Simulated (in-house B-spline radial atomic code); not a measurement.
Configurations of the scandium ion Sc²⁺, with energies counted from [Ar] (3d3/2)1. All numbers are computed (Dirac-Hartree-Fock, average of each configuration as written; Fermi nucleus of rms radius 3.5459 fm) with a B-spline radial code for spherical atoms, not measured. Energies include first-order Breit, QED and recoil terms.

Occupations are held fixed; configurations that lie above the ionisation limit could autoionise.

```json
{"configuration": "[Ar] (4f7/2)1", "E - E(ref) (eV)": "16.064", "highest orbital": "4f7/2", "its <r> (bohr)": "5.933"}
{"configuration": "[Ar] (5g7/2)1", "E - E(ref) (eV)": "18.856", "highest orbital": "5g7/2", "its <r> (bohr)": "9.165"}
{"configuration": "[Ar] (6d3/2)1", "E - E(ref) (eV)": "19.611", "highest orbital": "6d3/2", "its <r> (bohr)": "13.82"}
{"configuration": "[Ar] (7p3/2)1", "E - E(ref) (eV)": "20.082", "highest orbital": "7p3/2", "its <r> (bohr)": "16.4"}
{"configuration": "[Ne] 3s2 (3p1/2)2 (3p3/2)3 (3d5/2)1 (4f7/2)1", "E - E(ref) (eV)": "48.67", "highest orbital": "4f7/2", "its <r> (bohr)": "5.902"}
{"configuration": "[Ne] 3s2 (3p1/2)2 (3p3/2)3 (3d3/2)1 7s1", "E - E(ref) (eV)": "51.487", "highest orbital": "7s1/2", "its <r> (bohr)": "14.92"}
```

Q: Order these further configurations by energy, lowest first.
A. [Ar] (7d5/2)1
B. [Ne] 3s2 (3p1/2)1 (3p3/2)4 (3d5/2)1 (5d3/2)1
C. [Ar] 4s1
D. [Ar] 7s1
E. [Ne] 3s2 (3p1/2)1 (3p3/2)4 (3d3/2)1 (3d5/2)1

A: C (2.8309 eV), D (19.649 eV), A (20.802 eV), E (32.589 eV), B (49.755 eV).

Q: How far above the reference does [Ar] (6p1/2)1 lie?

A: 18.358 eV; its least bound orbital is 6p1/2 with <r> = 11.09 bohr.
